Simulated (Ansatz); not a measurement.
Species: C$_{3}$H$_{3}$S, SMILES `C=C=C[S]` (charge 0, multiplicity 2), formula C₃H₃S.

**Question.** How many basis functions does frozen-core CCSD(T)/def2-TZVPP // B3LYP-D3(BJ)/def2-TZVP in Ansatz (an electronic-structure program) use, how many core orbitals are frozen, and how many electrons are correlated?

**Answer.** 177 basis functions and 8 frozen orbitals, which leaves 21 correlated electrons. Core time is of the order of minutes.
